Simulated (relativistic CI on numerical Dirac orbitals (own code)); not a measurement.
# Zr²⁺: M2,3 absorption edge

Computed with this model: Dirac-Coulomb-Breit CI, separate exchange-only KLI orbitals for each configuration, model QED, valence Slater integrals scaled by 0.7, multiplet model of core-to-valence dipole absorption; configurations [Kr] 4d2 → [Ne] 3s2 3p5 3d10 4s2 4p6 4d3; 300 K; Lorentzian 1.2 eV and Gaussian 0.4 eV FWHM. Energies are those of the free ion, without screening or charge transfer. The branching ratio is the share of the lower-energy edge in the whole absorption, uncertain by about 0.02 where the edges overlap. S is read from ⟨S²⟩ = S(S + 1).

Field parameters in Wybourne normalisation: D4h B²₀ = −7Ds, B⁴₀ = 21(Dq − Dt), B⁴₄ = 21√(5/14) Dq. The field is a parameter set, without covalency.

Computed curve for D4h, 10Dq = 12050, Ds = 1710, Dt = 0 cm⁻¹, scaled to 100 at the maximum (points under 2 are left out and the grid is thinned):

Energy (eV), Intensity and a bar:
```
   329.75        2.1 
   330.00        2.3 
   330.50        2.8 
   330.75        3.1 
   331.25        4.0 #
   331.50        4.5 #
   331.75        5.2 #
   332.25        7.3 ##
   332.50        8.8 ##
   333.00       13.9 ####
   333.25       18.3 #####
   333.50       24.9 #######
   334.00       46.0 ##############
   334.25       58.2 ##################
   334.50       69.6 #####################
   335.00       89.4 ###########################
   335.25       97.4 ##############################
   335.75       93.7 #############################
   336.00       80.6 #########################
   336.25       66.3 ####################
   336.75       43.7 #############
   337.00       34.7 ##########
   337.50       20.5 ######
   337.75       15.8 ####
   338.00       12.5 ###
   338.50        8.3 ##
   338.75        7.0 ##
   339.25        5.2 #
   339.50        4.6 #
   339.75        4.2 #
   340.25        3.5 
   340.50        3.1 
   340.75        2.8 
   341.25        2.4 
   341.50        2.2 
   344.75        2.0 
   345.00        2.2 
   345.25        2.4 
   345.75        2.9 
   346.00        3.3 
   346.50        4.7 #
   346.75        5.8 #
   347.00        7.5 ##
   347.50       13.8 ####
   347.75       18.1 #####
   348.25       25.4 #######
   348.50       29.9 #########
   348.75       35.0 ##########
   349.25       39.0 ############
   349.50       35.6 ###########
   349.75       30.1 #########
   350.25       21.3 ######
   350.50       17.8 #####
   351.00       11.5 ###
   351.25        8.9 ##
   351.50        6.8 ##
   352.00        4.2 #
   352.25        3.5 
   352.75        2.5 
   353.00        2.2
```

The ground state has S = 1.00, and the centroid lies at 339.25 eV.
